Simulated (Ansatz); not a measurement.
Compare A (`CO/C=C\[SeH]`) with its isomer B (`CC1OC[Se]1`).

Program: Ansatz. Geometries: PBE0-D4/def2-TZVP. ΔE: electronic, gas phase. CBS: MP2 limit from def2 TZ/QZ plus the TZ coupled-cluster correction, frozen cores. Functionals use def2-TZVPP. B3LYP here is the variant with VWN-RPA as its local correlation; programs differ in this. For Se outer-core shells are correlated without core-valence functions, which leaves a few kJ/mol of doubt a bond. Scalar relativity is left out up to krypton. One conformer a species, not always the lowest.

**Question.** Which isomer does CCSD(T)/CBS put lower? Give the gap. (An estimate is asked.)

**Answer.** The calculation gave: B, by 16.4 kJ/mol.

**Question.** Give E(B) − E(A) in kJ/mol with HF/def2-TZVPP, MP2/def2-TZVPP, PBE0-D4, CCSD/def2-TZVPP, B3LYP, PBE-D4, r2SCAN-D4. (An estimate is asked.)

**Answer.** The calculation gave: HF/def2-TZVPP 5.7, MP2/def2-TZVPP -22.1, PBE0-D4 -17.9, CCSD/def2-TZVPP -13.8, B3LYP 4.2, PBE-D4 -11.2, r2SCAN-D4 -7.2. The order is the other way round with HF/def2-TZVPP, B3LYP.

Largest T1 diagnostic: 0.011.

In def2-TZVPP, CCSD(T) changes the Hartree–Fock value by −20.7 kJ/mol (the triples alone add −1.2 kJ/mol) and MP2 by −27.8 kJ/mol. The D4 term adds −3.6 kJ/mol with B3LYP and −1.6 kJ/mol with PBE0; it sums over pairs of atoms, weighted by their polarisabilities, and B3LYP, whose exchange is more repulsive, gets the larger term.
